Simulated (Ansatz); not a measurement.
`[BH2][AlH][CH2]OC` + H₂ → `[BH2][AlH][CH3]` + CH₃OH at 400 K and 1 bar (hydrogenolysis of a C–O bond).

Program: Ansatz. Geometries: PBE0-D4/def2-TZVP. ΔE: electronic, gas phase. CCSD(T)/CBS is the MP2 limit (def2-TZVPP, def2-QZVPP) plus CCSD(T) − MP2 in def2-TZVPP, frozen cores. This one scheme is used for every species. Each species was taken in one conformer, which may not be the lowest.

| species | CCSD(T)/CBS energy (Eh) | H − E (kJ/mol) | S (J/(mol·K)) |
| --- | --- | --- | --- |
| `[BH2][AlH][CH2]OC` | -422.81168 | 286.1 | 388.8 |
| H₂ | -1.17544 | 38.0 | 139.0 |
| `[BH2][AlH][CH3]` | -308.41798 | 189.7 | 351.8 |
| CH₃OH | -115.61712 | 151.2 | 252.6 |

H − E and S are ideal-gas, rigid-rotor, harmonic terms from PBE0-D4/def2-TZVP, for one conformer and one mirror image of each species. The MP2-based limit puts H₂ 0.8 mEh under its directly extrapolated value; such offsets cancel only in part. 1 Eh = 2625.50 kJ/mol, R = 8.31446 J/(mol·K).

Problem. By hand: ΔE, ΔH, ΔS and ΔG.

Solution. ΔE = (-308.41798) + (-115.61712) − (-422.81168) − (-1.17544) = -0.04798 Eh = -126.0 kJ/mol. Δ(H − E) = 189.7 + 151.2 − 286.1 − 38.0 = 16.8, so ΔH = -109.2 kJ/mol. ΔS = 351.8 + 252.6 − 388.8 − 139.0 = 76.6 J/(mol·K). ΔG = -109.2 − 400 × (76.6)/1000 = -139.8 kJ/mol.

Problem. By hand: the equilibrium constant, and the temperature at which ΔG would vanish if ΔH and ΔS stayed fixed.

Solution. log₁₀ K = −ΔG/(RT ln 10) = 18.3. ΔH and −TΔS have one sign here, so there is no such temperature.

ΔH outweighs TΔS. A doubt of 5 kJ/mol in ΔE shifts log₁₀ K by 0.7 here. Other conformers and mirror images would add mixing entropy, several J/(mol·K) or more a flexible species. Modes under 60 cm⁻¹, often nearly free rotors, make the harmonic entropy too high. These are equilibria of isolated gas molecules and say nothing of rates. Largest T1 diagnostic: 0.014 (customary marks: 0.02 for closed shells, 0.045 for open ones).
